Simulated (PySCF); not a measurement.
K: excitation energy

K [Ar] 4s1 (2S) → K [Ar] 4p1 (2P), as a difference of total energies. Calculation: PySCF 2.14, in def2-QZVPPD (11s6p4d3f, 70 functions); no relativity, point nucleus. Correlated levels: valence and next inner shell: [Ne] frozen. The calculations carry no spin-orbit coupling.

```json
{"method": "UHF", "excitation energy (eV)": "1.408", "difference from reference (eV)": "-0.207"}
{"method": "MP2 (valence and next inner shell)", "excitation energy (eV)": "1.580", "difference from reference (eV)": "-0.035"}
{"method": "SCS-MP2 (valence and next inner shell)", "excitation energy (eV)": "1.544", "difference from reference (eV)": "-0.071"}
{"method": "CCSD (valence and next inner shell)", "excitation energy (eV)": "1.575", "difference from reference (eV)": "-0.040"}
{"method": "CCSD(T) (valence and next inner shell)", "excitation energy (eV)": "1.588", "difference from reference (eV)": "-0.027"}
```

Reference: 1.615 eV (measured; NIST levels, between the centres of gravity of the two terms).

These non-relativistic numbers lack the scalar-relativistic shift.

Errors of the correlated levels include the incompleteness of this basis and the frozen core.
